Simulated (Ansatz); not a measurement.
C3H6GeO, SMILES `C=[C]([GeH3])C=O`. The species carries charge 0 and has multiplicity 1. The structure was optimised at the PBE0-D4/def2-TZVP level. It is one conformer, not always the lowest.

```xyz
11

C    -0.688   -0.020    1.443
C    -0.271   -0.135    0.183
Ge    1.306    0.759   -0.548
C    -1.043   -0.990   -0.731
O    -0.757   -1.165   -1.889
H    -1.578   -0.547    1.786
H    -0.175    0.591    2.178
H     2.317   -0.280   -1.047
H     1.922    1.578    0.600
H     0.899    1.692   -1.694
H    -1.933   -1.482   -0.281
```

Task: What is the dipole moment at ωB97M-V/def2-TZVPP? (An estimate is asked.)

Result: Ansatz gave: 3.04 D, with components (-0.46, 0.63, 2.94) D in this frame, pointing from negative to positive charge.

Task: And with PBE, r2SCAN, B3LYP? (Best estimate.)

Result: Computed: PBE 2.88 D, r2SCAN 3.02 D, B3LYP 3.06 D.

Task: Give the Mulliken charges with ωB97M-V, B3LYP, r2SCAN in def2-TZVPP. (An estimate is asked.)

Result: Computed: 
| atom | ωB97M-V | B3LYP | r2SCAN |
| --- | --- | --- | --- |
| C1 | -0.15 | -0.16 | -0.08 |
| C2 | -0.12 | -0.09 | -0.13 |
| Ge3 | 0.10 | 0.15 | 0.16 |
| C4 | 0.10 | 0.10 | 0.17 |
| O5 | -0.28 | -0.27 | -0.30 |
| H6 | 0.11 | 0.11 | 0.08 |
| H7 | 0.11 | 0.12 | 0.09 |
| H8 | 0.03 | 0.00 | 0.00 |
| H9 | 0.01 | -0.02 | -0.02 |
| H10 | 0.03 | 0.00 | 0.00 |
| H11 | 0.07 | 0.06 | 0.03 |

B3LYP here is the variant with VWN-RPA as its local correlation; programs differ in this.
